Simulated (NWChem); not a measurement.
Molecule: CF$_{2}$, triplet; SMILES F[C]F

All runs: NWChem. Spin-unrestricted. In the optimisation the excess spin sits in a1 and b2 (C2v, its own frame). Coordinates come from a B3LYP/6-31G* (spherical d), spin-unrestricted optimisation. No stability test was run on the SCF state. Vertical excitations in the gas phase. Excited states of an open shell can be spin-contaminated.

Problem. What does the run give for BHandHLYP/def2-SVP, TDA? Quantities: lowest excitation (eV); oscillator strength of that lowest state; lowest state with f > 0.02 (eV); oscillator strength of that bright state; lowest empty minus highest occupied level, either spin (eV).

Solution. 
```yaml
lowest excitation (eV): 7.23
oscillator_strength_of_that_lowest_state: 0.000
lowest state with f > 0.02 (eV): 7.45
oscillator_strength_of_that_bright_state: 0.024
lowest empty minus highest occupied level, either spin (eV): 5.29
```
